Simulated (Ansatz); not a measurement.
Geometry optimisation, RKS LDA/def2-SVP in Ansatz.

input.yaml

```yaml
crystal:
  periodic: [false, false, false]
  atoms:
    - { symbol: "N", position_ang: [-0.51965, 0.96496, -0.01903] }
    - { symbol: B, position_ang: [0.05995, -0.29755, -0.08886] }
    - { symbol: O, position_ang: [1.08517, -0.62876, 0.7178] }
    - { symbol: Cl, position_ang: [-0.58428, -1.44916, -1.25991] }
    - { symbol: H, position_ang: [-1.28386, 1.2616, -0.59742] }
    - { symbol: H, position_ang: [-0.19563, 1.66144, 0.62757] }
    - { symbol: H, position_ang: [1.38372, 0.04449, 1.32851] }
basis:
  gaussian: { orbitals: def2-SVP }
hamiltonian:
  xc: lda
relax:
  f_tol: 0.015
  max_steps: 40
output:
  orbitals: {}
```

Run as:

```bash
$ ansatz run input.yaml --threads 1 --pin off --max-ram 2048MiB --backend cpu --events-out ev --progress --plain --runs-dir out
```

Q: Where does it end, and by what steps?

A: It converged. After 5 steps the energy has fallen by 0.068 eV; H6 moved furthest, 0.10 Å.

| step | energy less start (eV) | largest force component (eV/Å) | accepted |
| --- | --- | --- | --- |
| 0 | 0.0000 | 1.344 | yes |
| 1 | -0.0531 | 0.557 | yes |
| 2 | -0.0657 | 0.112 | yes |
| 3 | -0.0670 | 0.056 | yes |
| 4 | -0.0670 | 0.055 | yes |
| 5 | -0.0676 | 0.011 | yes |

```xyz
7
Properties=species:S:1:pos:R:3
N -0.530 0.997 -0.013
B 0.067 -0.270 -0.069
O 1.101 -0.690 0.703
Cl -0.563 -1.444 -1.238
H -1.307 1.240 -0.629
H -0.245 1.746 0.621
H 1.422 -0.021 1.333
```

The run took 10 s on 1 thread of Arm Neoverse V1, on a shared host, peak memory 0.14 GiB.
